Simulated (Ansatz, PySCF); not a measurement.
CClF, SMILES F[C]Cl (connectivity only; charge and spin as stated), neutral, multiplicity 1. Atoms are numbered in the order given.

```xyz
3

F      0.2888    -1.4463     0.0000
C     -0.6707    -0.5724     0.0000
Cl     0.0849     0.9887     0.0000
```

Geometry: ωB97X-D3(BJ)/def2-TZVP. The isomer is the one that the SMILES or the coordinates give; other isomers of the formula were not compared.

Two levels are set side by side: PBE-D3(BJ)/def2-TZVP (Ansatz, an electronic-structure program) and ωB97X-D3(BJ)/def2-TZVP (PySCF). Each level has its own optimised geometry; the coordinates shown are those of the second. Frequencies come from the Hessian of PySCF at each geometry. Differences are taken from unrounded values.

| quantity | ωB97X-D3(BJ) | PBE-D3(BJ) | PBE-D3(BJ) minus ωB97X-D3(BJ) |
|---|---|---|---|
| mean bond length (Å) | 1.516 | 1.539 | 0.023 |
| bond F1–C2 (Å) | 1.298 | 1.313 | 0.015 |
| bond C2–Cl3 (Å) | 1.734 | 1.765 | 0.031 |
| highest harmonic wavenumber (cm⁻¹) | 1205 | 1114 | -91 |
| mean harmonic wavenumber (cm⁻¹) | 818 | 754 | -64 |
| zero-point energy (kcal/mol) | 3.51 | 3.23 | -0.27 |

Exact exchange shortens and stiffens bonds; PBE has none. Differences between two approximate levels are no errors against the true value.
